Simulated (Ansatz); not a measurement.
`CNCO` and `CBNCO` differ in one atom or group.

Ansatz, PBE0-D4/def2-TZVP geometries, multiplicity 1. Each molecule was computed in one conformer, which needn't be the lowest.

| property | `CNCO` |
| --- | --- |
| HOMO energy (B3LYP/def2-TZVPP) / eV | -6.58 |
| LUMO energy (B3LYP/def2-TZVPP) / eV | 0.85 |
| LUMO energy (PBE/def2-TZVPP) / eV | 0.39 |
| HOMO energy (PBE/def2-TZVPP) / eV | -5.35 |
| HOMO–LUMO gap (PBE0/def2-TZVPP) / eV | 8.00 |
| size of the dipole moment (PBE/def2-TZVPP) / D | 1.55 |

Task: What does the change do to each property? (An estimate is asked.)

Result: The calculation gave: 
```
                                      property  `CBNCO`  shift
           HOMO energy (B3LYP/def2-TZVPP) / eV    -7.74  -1.16
           LUMO energy (B3LYP/def2-TZVPP) / eV     0.23  -0.62
             LUMO energy (PBE/def2-TZVPP) / eV    -0.49  -0.88
             HOMO energy (PBE/def2-TZVPP) / eV    -6.48  -1.13
          HOMO–LUMO gap (PBE0/def2-TZVPP) / eV     8.45   0.45
size of the dipole moment (PBE/def2-TZVPP) / D     0.52  -1.03
```

With PBE0 the HOMO falls by 1.19 eV and the LUMO falls by 0.74 eV, so the gap widens by about 0.45 eV. PBE moves the HOMO by -1.13 eV and ωB97M-V by -1.19 eV. Dipoles are sizes alone; their direction can turn.

B3LYP here is the variant with VWN-RPA as its local correlation; programs differ in this.
